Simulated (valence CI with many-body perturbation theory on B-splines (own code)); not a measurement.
## Energy levels of V8+

Calculated by configuration interaction combined with many-body perturbation theory (CI+MBPT): five valence electrons over a frozen Dirac-Fock core [Ne], radial functions for each j: 11 s, 11 p, 10 d, 8 f, 5 g, 2 h, with the one-electron correlation potential Σ1, the two-electron term Σ2, the three-electron term Σ3, Breit, model QED; selected CI, second order for the rest, scaled by the run's own slope (own B-spline code, finite nucleus).

No measured levels were compared; by estimate levels of excited configurations hold to 0.05 to 0.15 % of their energy, terms of the ground configuration to about 0.5 %. Among the levels kept, up to 3200 cm⁻¹ of a level comes from second order outside the variational space, and about a tenth of that is noise between levels of different J, which matters for small intervals.

Levels 46 to 90 of 182, with energies above the lowest level, 3s²3p³ ⁴S°_3/2. "Leading %" is the weight of the configuration and term that name the level; weights of strongly mixed levels are sums over their largest components and can fall short. In the jj column 3d3/2^4 stands for four electrons in 3d with j = 3/2. Lifetimes count E1, E2, E3, M1 and M2 decay at the calculated energies, and are blank where another channel may lead or the interval is too uncertain; long ones can be off by a factor of two.

| No. | Configuration | Term | J | E (cm⁻¹) | Leading % | Leading jj | g | Lifetime |
| --- | --- | --- | --- | --- | --- | --- | --- | --- |
| 46 | 3s3p³3d | ⁶D° | 9/2 | 487960 | 99 | 3s 3p1/2 3p3/2^2 3d5/2 (55 %) | 1.555 | 392 ns |
| 47 | 3p⁵ | ²P° | 3/2 | 497840 | 57 | 3p1/2^2 3p3/2^3 (57 %) | 1.333 | 206 ps |
| 48 | 3p⁵ | ²P° | 1/2 | 505230 | 56 | 3p1/2 3p3/2^4 (56 %) | 0.665 | 210 ps |
| 49 | 3s3p³3d | ⁴D° | 5/2 | 531070 | 90 | 3s 3p1/2^2 3p3/2 3d5/2 (21 %) | 1.363 | 3.31 ns |
| 50 | 3s3p³3d | ⁴D° | 7/2 | 531080 | 91 | 3s 3p1/2 3p3/2^2 3d5/2 (58 %) | 1.426 | 4.00 ns |
| 51 | 3s3p³3d | ⁴D° | 3/2 | 531530 | 90 | 3s 3p1/2 3p3/2^2 3d3/2 (28 %) | 1.183 | 3.18 ns |
| 52 | 3s3p³3d | ⁴D° | 1/2 | 532070 | 93 | 3s 3p1/2 3p3/2^2 3d5/2 (47 %) | -0.001 | 3.30 ns |
| 53 | 3s3p³3d | ⁴F° | 3/2 | 539480 | 87 | 3s 3p1/2 3p3/2^2 3d3/2 (47 %) | 0.417 | 1.21 ns |
| 54 | 3s3p³3d | ⁴F° | 5/2 | 540600 | 86 | 3s 3p1/2 3p3/2^2 3d3/2 (48 %) | 1.037 | 1.24 ns |
| 55 | 3s3p³3d | ⁴F° | 7/2 | 542030 | 87 | 3s 3p1/2 3p3/2^2 3d3/2 (36 %) | 1.241 | 1.27 ns |
| 56 | 3s3p³3d | ⁴F° | 9/2 | 543870 | 88 | 3s 3p1/2 3p3/2^2 3d5/2 (62 %) | 1.333 | 1.32 ns |
| 57 | 3s3p³3d | ²S° | 1/2 | 564740 | 82 | 3s 3p1/2 3p3/2^2 3d5/2 (47 %) | 2.007 | 642 ps |
| 58 | 3s3p³3d | ⁴G° | 5/2 | 568990 | 91 | 3s 3p1/2 3p3/2^2 3d3/2 (39 %) | 0.574 | 424 ps |
| 59 | 3s3p³3d | ⁴G° | 7/2 | 569390 | 91 | 3s 3p1/2 3p3/2^2 3d3/2 (41 %) | 0.987 | 431 ps |
| 60 | 3s3p³3d | ⁴G° | 9/2 | 569940 | 91 | 3s 3p1/2 3p3/2^2 3d5/2 (41 %) | 1.174 | 441 ps |
| 61 | 3s3p³3d | ⁴G° | 11/2 | 570660 | 92 | 3s 3p1/2 3p3/2^2 3d5/2 (92 %) | 1.273 | 456 ps |
| 62 | 3s3p³3d | ²G° | 7/2 | 591940 | 85 | 3s 3p1/2 3p3/2^2 3d5/2 (35 %) | 0.892 | 902 ps |
| 63 | 3s3p³3d | ²G° | 9/2 | 591950 | 85 | 3s 3p1/2 3p3/2^2 3d3/2 (48 %) | 1.116 | 894 ps |
| 64 | 3s3p³3d | ⁴D° | 1/2 | 597890 | 84 | 3s 3p1/2^2 3p3/2 3d3/2 (39 %) | 0.184 | 189 ps |
| 65 | 3s3p³3d | ⁴D° | 3/2 | 598490 | 46 | 3s 3p1/2^2 3p3/2 3d3/2 (48 %) | 1.379 | 139 ps |
| 66 | 3s3p³3d | ⁴P° | 1/2 | 599130 | 82 | 3s 3p1/2^2 3p3/2 3d3/2 (31 %) | 2.478 | 213 ps |
| 67 | 3s3p³3d | ⁴P° | 5/2 | 599620 | 41 | 3s 3p1/2^2 3p3/2 3d3/2 (30 %) | 1.431 | 98.4 ps |
| 68 | 3s3p³3d | ⁴P° | 3/2 | 600270 | 50 | 3s 3p1/2^2 3p3/2 3d5/2 (29 %) | 1.512 | 154 ps |
| 69 | 3s3p³3d | ⁴D° | 5/2 | 602940 | 46 | 3s 3p1/2 3p3/2^2 3d5/2 (62 %) | 1.473 | 106 ps |
| 70 | 3s3p³3d | ²D° | 3/2 | 603920 | 64 | 3s 3p1/2 3p3/2^2 3d3/2 (24 %) | 0.840 | 212 ps |
| 71 | 3s3p³3d | ²D° | 5/2 | 605040 | 50 | 3s 3p3/2^3 3d5/2 (29 %) | 1.252 | 138 ps |
| 72 | 3s3p³3d | ⁴D° | 7/2 | 605520 | 83 | 3s 3p1/2 3p3/2^2 3d5/2 (41 %) | 1.413 | 187 ps |
| 73 | 3s3p³3d | ⁴F° | 9/2 | 607460 | 94 | 3s 3p1/2^2 3p3/2 3d5/2 (41 %) | 1.326 | 178 ps |
| 74 | 3s3p³3d | ⁴F° | 7/2 | 608360 | 89 | 3s 3p1/2 3p3/2^2 3d5/2 (25 %) | 1.248 | 158 ps |
| 75 | 3s3p³3d | ⁴F° | 5/2 | 609010 | 94 | 3s 3p1/2 3p3/2^2 3d3/2 (32 %) | 1.032 | 160 ps |
| 76 | 3s3p³3d | ⁴F° | 3/2 | 609570 | 95 | 3s 3p1/2 3p3/2^2 3d3/2 (61 %) | 0.410 | 162 ps |
| 77 | 3s3p³3d | ⁴S° | 3/2 | 617530 | 71 | 3s 3p1/2 3p3/2^2 3d3/2 (44 %) | 1.979 | 22.5 ps |
| 78 | 3s3p³3d | ⁴P° | 5/2 | 619240 | 87 | 3s 3p1/2 3p3/2^2 3d5/2 (50 %) | 1.548 | 20.6 ps |
| 79 | 3s3p³3d | ²F° | 7/2 | 620100 | 67 | 3s 3p1/2 3p3/2^2 3d5/2 (46 %) | 1.144 | 241 ps |
| 80 | 3s3p³3d | ²F° | 5/2 | 620240 | 62 | 3s 3p1/2 3p3/2^2 3d3/2 (26 %) | 0.919 | 123 ps |
| 81 | 3s3p³3d | ⁴P° | 3/2 | 620270 | 90 | 3s 3p1/2 3p3/2^2 3d5/2 (33 %) | 1.744 | 16.4 ps |
| 82 | 3s3p³3d | ⁴P° | 1/2 | 621520 | 96 | 3s 3p1/2 3p3/2^2 3d3/2 (32 %) | 2.660 | 15.6 ps |
| 83 | 3s3p³3d | ²D° | 5/2 | 633460 | 78 | 3s 3p1/2 3p3/2^2 3d5/2 (43 %) | 1.203 | 57.2 ps |
| 84 | 3s3p³3d | ²D° | 3/2 | 634960 | 85 | 3s 3p1/2 3p3/2^2 3d3/2 (27 %) | 0.802 | 56.8 ps |
| 85 | 3s3p³3d | ⁴D° | 7/2 | 637330 | 81 | 3s 3p1/2^2 3p3/2 3d5/2 (33 %) | 1.413 | 16.1 ps |
| 86 | 3s3p³3d | ⁴D° | 5/2 | 639210 | 81 | 3s 3p1/2 3p3/2^2 3d5/2 (31 %) | 1.360 | 16.4 ps |
| 87 | 3s3p³3d | ⁴D° | 1/2 | 639920 | 65 | 3s 3p1/2 3p3/2^2 3d5/2 (22 %) | 0.159 | 17.3 ps |
| 88 | 3s3p³3d | ⁴D° | 3/2 | 640020 | 81 | 3s 3p1/2 3p3/2^2 3d5/2 (30 %) | 1.205 | 16.4 ps |
| 89 | 3s3p³3d | ²P° | 1/2 | 643620 | 51 | 3s 3p1/2 3p3/2^2 3d5/2 (31 %) | 0.514 | 17.6 ps |
| 90 | 3s3p³3d | ²P° | 3/2 | 644060 | 72 | 3s 3p1/2 3p3/2^2 3d5/2 (40 %) | 1.327 | 17.8 ps |

Names give the largest LS component (configuration and term), which can be under half, so a name can repeat, a term be missing and a line seem to break the LS rules; names also repeat where a configuration has a term twice.

Where two levels of one J and parity lie close, their mixing, g and order are uncertain.
